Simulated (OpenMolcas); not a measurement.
# Nb+: effect of the basis set

```json
{
 "Program": "OpenMolcas",
 "Method": "SS-CASPT2, IPEA 0.25 Eh, imaginary shift 0.1 Eh (closed shells correlated: 4s 4p)",
 "Active space": "4 electrons in 6 orbitals (4d 5s)",
 "State averaging": "2S+1 = 5 even, 15 roots; 2S+1 = 3 even, 102 roots kept (CI in the orbitals of an earlier block, 97 in the spin-orbit step); 2S+1 = 1 even, 84 roots kept (CI in the orbitals of an earlier block)",
 "Spin-orbit coupling": "RASSI with atomic mean-field integrals over the reference wave functions, term energies averaged over their components"
}
```

A. ANO-R1 [6s4p3d1f], X2C, finite nucleus; CASPT2 step of the order of 18 core-seconds
B. ANO-RCC-VDZP [6s5p3d1f], DKH2, point nucleus; CASPT2 step roughly 24 core-seconds
C. ANO-RCC-VQZP [8s7p5d3f2g1h], DKH2, point nucleus; CASPT2 step of the order of 110 core-seconds

Energies in cm⁻¹ above 4d⁴ ⁵D₀, the measured ground level; measured values from NIST Handbook of Basic Atomic Spectroscopic Data.

| Level | A | B | C | Measured |
| --- | --- | --- | --- | --- |
| 4d⁴ ⁵D₀ | 0.0 | 0.0 | 0.0 | 0.0 |
| 4d⁴ ⁵D₁ | 173 | 177 | 171 | 159 |
| 4d⁴ ⁵D₂ | 477 | 488 | 470 | 438 |
| 4d⁴ ⁵D₃ | 867 | 888 | 856 | 801 |
| 4d³ 5s ⁵F₁ | 1283 | 1547 | 2500 | 2357 |
| 4d⁴ ⁵D₄ | 1317 | 1350 | 1301 | 1225 |
| 4d³ 5s ⁵F₂ | 1546 | 1819 | 2760 | 2629 |
| 4d³ 5s ⁵F₃ | 1934 | 2220 | 3150 | 3030 |
| 4d³ 5s ⁵F₄ | 2430 | 2730 | 3650 | 3543 |
| 4d³ 5s ⁵F₅ | 3020 | 3340 | 4230 | 4146 |
| 4d⁴ ³P₀(1) | 5750 | 5980 | 5890 | 5562 |
| 4d⁴ ³P₁(1) | 6360 | 6610 | 6510 | 6192 |
| 4d⁴ ³P₂(1) [50 %] | 7420 | 7640 | 7570 |  |
| 4d³ 5s ³F₂(1) [53 %] | 7850 | 7770 | 7210 |  |
| 4d³ 5s ³F₃(1) | 8290 | 8190 | 7690 |  |
| 4d³ 5s ³F₄(1) | 8760 | 8700 | 8170 |  |
| 4d³ 5s ⁵P₁ | 10390 | 10540 | 11300 |  |
| 4d³ 5s ⁵P₂ | 10620 | 10770 | 11490 |  |
| 4d³ 5s ⁵P₃ | 11040 | 11200 | 11940 |  |
| 4d³ 5s ³G₃ | 11470 | 11540 | 10970 |  |
| 4d³ 5s ³G₄ [53 %] | 11650 | 11890 | 11270 |  |
| 4d⁴ ³H₄ [54 %] | 11910 | 11600 | 10190 |  |
| 4d³ 5s ³G₅ [60 %] | 11950 | 12230 | 11590 |  |
| 4d⁴ ³H₅ [61 %] | 12260 | 11940 | 10520 |  |

Deviations, from unrounded energies. A percentage is the sum of absolute deviations over the sum of measured energies, with the sign that they share, or ± where signs differ.

```json
{"Against measurement": "mean absolute deviation (cm-1)", "Levels": "11", "A": "550", "B": "470", "C": "130"}
{"Against measurement": "fine structure of the ground term (%)", "Levels": "4", "A": "+8.0", "B": "+10.7", "C": "+6.6"}
{"Against measurement": "other terms of the ground configuration (%)", "Levels": "2", "A": "+3.0", "B": "+7.1", "C": "+5.5"}
{"Against measurement": "other configurations (%)", "Levels": "5", "A": "-34.9", "B": "-25.8", "C": "+3.7"}
```

C lies closest to measurement on these levels and A furthest from it. The largest miss of C in the table is 4d⁴ ³P₀(1), by +330 cm-1. The ranking rests on the paired levels alone, and a cruder setting can come out closer through cancelling errors.

Among A to C the level of the table that moves most is 4d⁴ ³H₅ [61 %], by 1700 cm-1 (lowest in C, highest in A). Moves below CASPT2's spread within the term are not significant.

CASPT2 does not keep the components of a term degenerate, so their means are used; among the terms shown or strongly mixed into the levels shown the widest spread is 700 cm-1 (4d³ 5s ⁵F, C). Over all roots computed the reference weight is 0.89 to 0.94 in B, 0.87 to 0.92 in C; the roots of lowest weight are the least certain, and an intruder state may touch them. Some high roots are left out of the spin-orbit mixing, which shifts the levels that they would mix with. Terms from blocks run as CI alone lack orbitals of their own. Configurations are named by rounded mean occupations; where the s occupation lies near a half they are strongly mixed, a name can repeat and a true partner stay unpaired. A single d shell beside an s shell can misplace configurations of different d count against each other. Measured partners are found by configuration, term and J. A level has none where our copy of the source lacks it or the pairing is in doubt (some pairs that miss far off the trend of their configuration count as doubtful), and it then counts in no deviation. Levels of configurations outside the active space are missing. The table leaves out levels that lie high or whose names do not pair safely across all columns.

A share in square brackets marks a mixed level and gives the weight of the term that names it, the lowest over the columns. A number in round brackets counts repeated terms of one configuration in the order of the reference energies.
